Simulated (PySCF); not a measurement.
trifluorosilylmethanol (CH₃F₃OSi), SMILES OC[Si](F)(F)F. The structure is a stationary point at PBE0-D3(BJ)/def2-SVP. One conformer was computed; it need not be the lowest.

Computed equilibrium geometry at PBE0-D3(BJ)/def2-SVP (PySCF confirms it by a frequency run) as a Z-matrix (one conformer of several):
```
C
H 1 1.1021
O 1 1.4088 2 107.57
H 3 0.9639 1 108.37 2 179.51
H 1 1.1091 2 105.67 3 121.33
Si 1 1.8602 2 109.42 5 118.28
F 6 1.6013 1 113.79 2 44.96
F 6 1.6038 7 107.23 1 125.47
F 6 1.6084 7 107.12 8 115.58
```
